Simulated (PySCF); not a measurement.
GaOF + 2 H₂O → Ga(OH)₃ + HF

Level: PBE0 in the def2-TZVP basis family, all electrons, no relativity, computed in PySCF with density fitting; open shells unrestricted.

```json
{"species": "GaOF", "state and structure": "singlet, C∞v, Ga–F 1.711 Å, Ga–O 1.642 Å; F–Ga–O 180.0°", "ZPE (kJ/mol)": "12.2", "H(298 K) − H(0) (kJ/mol)": "12.2", "S° (J/(mol K))": "255.1"}
{"species": "H₂O", "state and structure": "singlet, C2v, O–H 0.960 Å (×2); H–O–H 105.1°", "ZPE (kJ/mol)": "56.5", "H(298 K) − H(0) (kJ/mol)": "9.9", "S° (J/(mol K))": "188.7"}
{"species": "Ga(OH)₃", "state and structure": "singlet, C3h, Ga–O 1.775 Å (×3), O–H 0.960 Å (×3); Ga–O–H 113.2° (×3), O–Ga–O 120.0° (×3)", "ZPE (kJ/mol)": "107.4", "H(298 K) − H(0) (kJ/mol)": "18.9", "S° (J/(mol K))": "316.3"}
{"species": "HF", "state and structure": "singlet, C∞v, H–F 0.920 Å", "ZPE (kJ/mol)": "24.9", "H(298 K) − H(0) (kJ/mol)": "8.7", "S° (J/(mol K))": "173.6"}
```

Is the gas-phase reaction uphill or downhill in electronic energy at this level, and by how much?

At PBE0/def2-TZVP, ΔE = -259.8 kJ/mol, downhill. 

Add zero-point, thermal and entropy terms for 298.15 K and 1 bar.

ΔZPE = 7.1 and Δ[H(298) − H(0)] = -4.4 kJ/mol give ΔH° = -257.1 kJ/mol. ΔS° = -142.6 J/(mol K), so ΔG° = -257.1 − 298.15 × (-0.1426) = -215 kJ/mol. ΔG° would change sign near 1800 K if ΔH° and ΔS° stayed fixed.

Only the bonding shown was studied: isomers, or loss of a ligand pair, can lie lower.
